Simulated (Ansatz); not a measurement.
Calculated with Ansatz (gas phase, PBE0-D4/def2-TZVP geometries, no zero-point term in ΔE). CCSD(T)/CBS adds triple-zeta CCSD(T) − MP2 to the extrapolated MP2 energy (def2 sets, frozen cores). Functionals use def2-TZVPP. One conformer a species, not always the lowest.

Consider the formal exchange of groups at a B–C bond: `BC(F)(F)F` + `O[SiH2]C(F)Cl` → `B[SiH2]O` + `FC(Cl)C(F)(F)F`.

`BC(F)(F)F`:

Z-matrix (Å, degrees):
```
C
F 1 1.340
F 1 1.340 2 106.7
B 1 1.596 2 114.9 3 128.5
F 1 1.356 2 107.2 3 -114.6
H 4 1.188 1 118.3 2 29.5
H 4 1.188 1 118.3 2 -153.9
```

`O[SiH2]C(F)Cl`:

```xyz
9

O    -1.527   -0.731   -0.816
Si   -0.790    0.151    0.352
C     1.043    0.414   -0.110
F     1.710    1.067    0.889
Cl    1.771   -1.204   -0.347
H    -1.165   -1.601   -0.999
H    -0.778   -0.509    1.680
H    -1.480    1.459    0.393
H     1.216    0.953   -1.043
```

`B[SiH2]O`:

Cartesian coordinates in Å:
```
B -0.318 1.115 0.749
Si 0.146 -0.691 0.010
O -0.092 -0.901 -1.614
H -0.520 2.083 0.073
H -0.353 1.266 1.936
H -0.650 -1.765 0.659
H 1.583 -0.907 0.381
H 0.205 -0.200 -2.195
```

`FC(Cl)C(F)(F)F`:

Z-matrix (Å, degrees):
```
C
Cl 1 1.755
C 1 1.533 2 110.7
F 1 1.349 2 110.5 3 -120.1
H 1 1.091 2 108.4 3 119.7
F 3 1.330 1 110.2 2 61.3
F 3 1.325 1 112.1 2 -60.2
F 3 1.334 1 108.9 2 179.9
```

| level | ΔE (kcal/mol) | difference from CCSD(T)/CBS |
| --- | --- | --- |
| PBE0-D4 | 7.0 | -1.5 |
| ωB97X-V | 7.6 | -0.9 |
| ωB97M-V | 8.9 | 0.4 |
| B2PLYP | 9.5 | 1.0 |
| PBE | 8.1 | -0.4 |
| r2SCAN | 7.6 | -0.9 |
| HF/def2-TZVPP | 7.6 | -0.9 |
| MP2/def2-TZVPP | 8.8 | 0.3 |
| SCS-MP2/def2-TZVPP | 8.8 | 0.3 |
| MP2/def2-QZVPP | 9.5 | 1.0 |
| CCSD(T)/CBS | 8.5 | 0 |

Largest T1 diagnostic among the species: 0.013.

From PBE to PBE0 (25 % exact exchange), in def2-TZVPP and without D4, ΔE moves by −1.2 kcal/mol.
